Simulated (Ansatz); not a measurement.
PBE exchange is replaced step by step with exact exchange (0 % is PBE, 25 % PBE0; no dispersion term), basis def2-TZVP, Ansatz. System: the cluster WS2⁺. Total charge 1; doublet. Geometry: PBE-D4/def2-TZVP, each spin state at its own.

Left out: 50 %, where a state is spin-contaminated, unstable or flagged.

Geometry of the doublet:

Cartesian coordinates in Å:
```
W 0.649 0.333 -0.445
S -0.783 1.354 0.694
S 0.134 -1.687 -0.249
```

In the def2 sets W takes a core potential; there is no spin–orbit coupling. At PBE0-D4/def2-TZVP, PBE with 35 % exact exchange/def2-TZVP the charge 1 doublet is spin-contaminated (final ⟨S²⟩ up to 0.90, 0.75 for a pure state). The structure comes from a short search, and lower isomers may exist.

HOMO and LUMO are taken over both spins.

```json
{"exact exchange (%)": "0", "HOMO (eV)": "-11.94", "LUMO (eV)": "-10.51", "gap (eV)": "1.43", "⟨S²⟩": "0.785", "quartet − doublet (kJ/mol)": "135.2"}
{"exact exchange (%)": "5", "HOMO (eV)": "-12.13", "LUMO (eV)": "-10.36", "gap (eV)": "1.78", "⟨S²⟩": "0.792", "quartet − doublet (kJ/mol)": "132.5"}
{"exact exchange (%)": "10", "HOMO (eV)": "-12.32", "LUMO (eV)": "-10.20", "gap (eV)": "2.12", "⟨S²⟩": "0.801", "quartet − doublet (kJ/mol)": "129.7"}
{"exact exchange (%)": "15", "HOMO (eV)": "-12.51", "LUMO (eV)": "-10.04", "gap (eV)": "2.46", "⟨S²⟩": "0.812", "quartet − doublet (kJ/mol)": "126.9"}
{"exact exchange (%)": "35", "HOMO (eV)": "-13.25", "LUMO (eV)": "-9.43", "gap (eV)": "3.83", "⟨S²⟩": "0.901", "quartet − doublet (kJ/mol)": "114.8"}
```

Q: Fit a straight line to the column «quartet − doublet (kJ/mol)» against the share of exact exchange and predict its value at 25 %.

A: With x = exact exchange (%) and y = quartet − doublet (kJ/mol): mean x = 13, mean y = 127.8; Σ(x − x̄)(y − ȳ) = -427.3, Σ(x − x̄)² = 730; slope b = -0.5853, intercept a = ȳ − b·x̄ = 135.4. The residuals of the fitted rows reach 0.3. At x = 25 the line gives 135.4 + (-0.5853 × 25) = 120.8; the run gave 120.9, 0.1 more than the line.
